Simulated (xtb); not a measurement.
Cl3OTa, triplet, from a rough starting geometry (GFN-xTB shapes and energies of metal compounds can be far from the true ones) (the multiplicity is a formal guess); GFN2-xTB (xtb).

The xtb input:
```
$ xtb mol.xyz --gfn 2 --uhf 2 --opt vtight --json

# file mol.xyz
5

Ta     0.18704332     0.05271831    -0.11798506
O      1.27062903     0.68442775    -1.18696518
Cl     1.06268968    -0.94890229     1.58256877
Cl    -1.21315908    -1.46934615    -1.03413113
Cl    -1.24878240     1.59512570     0.72559877
```

What the program printed (banner, timings and long lists left out):

```
   ID    Z sym.   atoms
    1   73 Ta     1
    2    8 O      2
    3   17 Cl     3-5

           -------------------------------------------------
          |                Calculation Setup                |
           -------------------------------------------------

           -------------------------------------------------
          |                 G F N 2 - x T B                 |
           -------------------------------------------------

          ...................................................
          :                      SETUP                      :
          :.................................................:
          :  # basis functions                  44          :
          :  # atomic orbitals                  40          :
          :  # shells                           14          :
          :  # electrons                        32          :
          :  max. iterations                   250          :
          :  Hamiltonian                  GFN2-xTB          :
          :  restarted?                      false          :
          :  GBSA solvation                  false          :
          :  PC potential                    false          :
          :  electronic temp.          300.0000000     K    :
          :  accuracy                    1.0000000          :
          :  -> integral cutoff          0.2500000E+02      :
          :  -> integral neglect         0.1000000E-07      :
          :  -> SCF convergence          0.1000000E-05 Eh   :
          :  -> wf. convergence          0.1000000E-03 e    :
          :  Broyden damping             0.4000000          :
          :  net charge                          0          :
          :  unpaired electrons                  2          :
          ...................................................

 iter      E             dE          RMSdq      gap      omega  full diag
   1    -19.4684018 -0.194684E+02  0.108E+01    0.24       0.0  T
   2    -19.6223126 -0.153911E+00  0.816E+00    0.19       1.0  T
   3    -19.6827082 -0.603956E-01  0.609E+00    0.18       1.0  T
   4    -19.7414570 -0.587488E-01  0.326E+00    0.21       1.0  T
   5    -19.7169018  0.245552E-01  0.400E+00    0.17       1.0  T
   6    -19.7502235 -0.333217E-01  0.308E+00    0.19       1.0  T
   7    -19.7431749  0.704861E-02  0.225E+00    0.20       1.0  T
   8    -19.7284560  0.147189E-01  0.255E+00    0.20       1.0  T
   9    -19.7350158 -0.655983E-02  0.229E+00    0.20       1.0  T
  10    -19.7411286 -0.611279E-02  0.201E+00    0.21       1.0  T
  11    -19.7508361 -0.970749E-02  0.159E+00    0.22       1.0  T
  12    -19.7621681 -0.113320E-01  0.557E-01    0.23       1.0  T
  13    -19.7631977 -0.102969E-02  0.328E-01    0.23       1.0  T
  14    -19.7628551  0.342603E-03  0.360E-01    0.23       1.0  T
  15    -19.7633033 -0.448114E-03  0.139E-01    0.24       1.0  T
  16    -19.7626738  0.629450E-03  0.369E-01    0.24       1.0  T
  17    -19.7627121 -0.382687E-04  0.340E-01    0.24       1.0  T
  18    -19.7628371 -0.124985E-03  0.327E-01    0.25       1.0  T
  19    -19.7633153 -0.478286E-03  0.104E-01    0.25       1.0  T
  20    -19.7631815  0.133827E-03  0.183E-01    0.25       1.0  T
  21    -19.7633601 -0.178610E-03  0.257E-02    0.25       1.7  T
  22    -19.7633217  0.384414E-04  0.860E-02    0.25       1.0  T
  23    -19.7633616 -0.399413E-04  0.166E-02    0.25       2.7  T
  24    -19.7633624 -0.779481E-06  0.124E-02    0.25       3.6  T
  25    -19.7633631 -0.685499E-06  0.407E-03    0.25      11.0  T
  26    -19.7633632 -0.883964E-07  0.299E-04    0.25     149.8  T
  27    -19.7633632  0.827434E-09  0.444E-04    0.25     100.8  T

   *** convergence criteria satisfied after 27 iterations ***

 transition dipole moment (au) for excitation:          16          17
     X       Y       Z
  -0.0267  -0.3912  -0.2874  total (au/Debye):    0.486   1.236
 dE (eV)             :    4.278
 oscillator strength :  0.35032E-01

         :::::::::::::::::::::::::::::::::::::::::::::::::::::
         ::                     SUMMARY                     ::
         :::::::::::::::::::::::::::::::::::::::::::::::::::::
         :: total energy             -19.716202612161 Eh    ::
         :: gradient norm              0.085402362570 Eh/a0 ::
         :: HOMO-LUMO gap              0.249108755452 eV    ::
         ::.................................................::
         :: SCC energy               -19.763360017451 Eh    ::
         :: -> isotropic ES            0.046170501591 Eh    ::
         :: -> anisotropic ES         -0.000095285005 Eh    ::
         :: -> anisotropic XC         -0.004890585058 Eh    ::
         :: -> dispersion             -0.005501451451 Eh    ::
         :: repulsion energy           0.047157405291 Eh    ::
         :: add. restraining           0.000000000000 Eh    ::
         :: total charge               0.000000000000 e     ::
         :::::::::::::::::::::::::::::::::::::::::::::::::::::

      -----------------------------------------------------------
     |                   =====================                   |
     |                        A N C O P T                        |
     |                   =====================                   |
     |               Approximate Normal Coordinate               |
     |                Rational Function Optimizer                |
      -----------------------------------------------------------
      -----------------------------------------------------------
     |                   =====================                   |
     |                        A N C O P T                        |
     |                   =====================                   |
     |               Approximate Normal Coordinate               |
     |                Rational Function Optimizer                |
      -----------------------------------------------------------

          ...................................................
[...]
 * total energy  :   -19.7574061 Eh     change        0.1886477E-03 Eh
 * total energy  :   -19.7578270 Eh     change       -0.4208637E-03 Eh
 * total energy  :   -19.7576459 Eh     change        0.1810780E-03 Eh
 * total energy  :   -19.7579584 Eh     change       -0.3125228E-03 Eh
 * total energy  :   -19.7579986 Eh     change       -0.4021113E-04 Eh
 * total energy  :   -19.7580226 Eh     change       -0.2393587E-04 Eh
 * total energy  :   -19.7580950 Eh     change       -0.7240142E-04 Eh
 * total energy  :   -19.7581537 Eh     change       -0.5870930E-04 Eh
 * total energy  :   -19.7581645 Eh     change       -0.1083243E-04 Eh
 * total energy  :   -19.7581738 Eh     change       -0.9229147E-05 Eh
 * total energy  :   -19.7581777 Eh     change       -0.3982306E-05 Eh
 * total energy  :   -19.7581782 Eh     change       -0.5065651E-06 Eh
 * total energy  :   -19.7581783 Eh     change       -0.8627456E-07 Eh
   *** GEOMETRY OPTIMIZATION CONVERGED AFTER 28 ITERATIONS ***
[...]

 transition dipole moment (au) for excitation:          16          17
     X       Y       Z
   0.0983   0.1648  -0.0876  total (au/Debye):    0.211   0.536
 dE (eV)             :    1.792
 oscillator strength :  0.27630E-02

         :::::::::::::::::::::::::::::::::::::::::::::::::::::
         ::                     SUMMARY                     ::
         :::::::::::::::::::::::::::::::::::::::::::::::::::::
         :: total energy             -19.758178330819 Eh    ::
         :: gradient norm              0.000049721712 Eh/a0 ::
         :: HOMO-LUMO gap              1.337484285135 eV    ::
         ::.................................................::
         :: SCC energy               -19.786988700728 Eh    ::
         :: -> isotropic ES            0.051279749938 Eh    ::
         :: -> anisotropic ES          0.002668528796 Eh    ::
         :: -> anisotropic XC         -0.003435191315 Eh    ::
         :: -> dispersion             -0.005342799251 Eh    ::
         :: repulsion energy           0.028810369909 Eh    ::
         :: add. restraining           0.000000000000 Eh    ::
         :: total charge               0.000000000000 e     ::
         :::::::::::::::::::::::::::::::::::::::::::::::::::::

           -------------------------------------------------
          |                Property Printout                |
           -------------------------------------------------

    * Orbital Energies and Occupations

         #    Occupation            Energy/Eh            Energy/eV
      -------------------------------------------------------------
         1        2.0000           -1.1408913             -31.0452
       ...           ...                  ...                  ...
         5        2.0000           -0.5612182             -15.2715
         6        2.0000           -0.5058022             -13.7636
         7        2.0000           -0.4960382             -13.4979
         8        2.0000           -0.4849051             -13.1949
         9        2.0000           -0.4792582             -13.0413
        10        2.0000           -0.4766429             -12.9701
        11        2.0000           -0.4751930             -12.9307
        12        2.0000           -0.4710961             -12.8192
        13        2.0000           -0.4649418             -12.6517
        14        1.9971           -0.4548563             -12.3773
        15        1.9623           -0.4523897             -12.3102
        16        1.0406           -0.4463065             -12.1446
        17        1.0000           -0.3804420             -10.3524 (HOMO)
        18                         -0.3312903              -9.0149 (LUMO)
        19                         -0.2775431              -7.5523
        20                         -0.2488403              -6.7713
        21                         -0.1879613              -5.1147
        22                         -0.0556966              -1.5156
        23                         -0.0298599              -0.8125
        24                         -0.0295555              -0.8042
        25                         -0.0276899              -0.7535
        26                         -0.0265138              -0.7215
        27                         -0.0245064              -0.6669
        28                         -0.0239504              -0.6517
       ...                                ...                  ...
        40                          1.2777162              34.7684
      -------------------------------------------------------------
                  HL-Gap            0.0491516 Eh            1.3375 eV
             Fermi-level           -0.4025888 Eh          -10.9550 eV

     #   Z          covCN         q      C6AA      α(0)
     1  73 Ta       2.977     0.831   292.507    37.258
     2   8 O        0.722    -0.456    22.897     6.412
     3  17 Cl       0.758    -0.177   104.495    15.637
     4  17 Cl       1.146    -0.133   103.343    15.553
     5  17 Cl       1.143    -0.064   101.191    15.390

 Mol. C6AA /au·bohr⁶  :       2692.193582
 Mol. C8AA /au·bohr⁸  :     195760.557979
 Mol. α(0) /au        :         90.249395

Wiberg/Mayer (AO) data.
largest (>0.10) Wiberg bond orders for each atom

 ---------------------------------------------------------------------------
     #   Z sym  total        # sym  WBO       # sym  WBO       # sym  WBO
 ---------------------------------------------------------------------------
     1  73 Ta   4.719 --     2 O    2.021     3 Cl   1.213     5 Cl   0.816
                             4 Cl   0.669
     2   8 O    2.322 --     1 Ta   2.021     4 Cl   0.121     5 Cl   0.112
     3  17 Cl   1.421 --     1 Ta   1.213
     4  17 Cl   1.203 --     1 Ta   0.669     5 Cl   0.356     2 O    0.121
     5  17 Cl   1.367 --     1 Ta   0.816     4 Cl   0.356     2 O    0.112
 ---------------------------------------------------------------------------

Topologies differ in total number of bonds
Writing topology from bond orders to xtbtopo.mol

molecular dipole:
                 x           y           z       tot (Debye)
 q only:       -0.607      -0.220       0.141
   full:       -1.333      -0.817       0.474       4.152
molecular quadrupole (traceless):
                xx          xy          yy          xz          yz          zz
 q only:       -3.192      -2.945      -0.112       0.835       3.462       3.304
  q+dip:       -4.629      -3.718       1.155       2.444       3.834       3.475
   full:       -4.543      -4.269       1.896       2.952       3.527       2.647

optimized geometry written to: xtbopt.xyz

           -------------------------------------------------
          | TOTAL ENERGY              -19.758178330819 Eh   |
          | GRADIENT NORM               0.000049721712 Eh/α |
          | HOMO-LUMO GAP               1.337484285135 eV   |
           -------------------------------------------------

normal termination of xtb
```
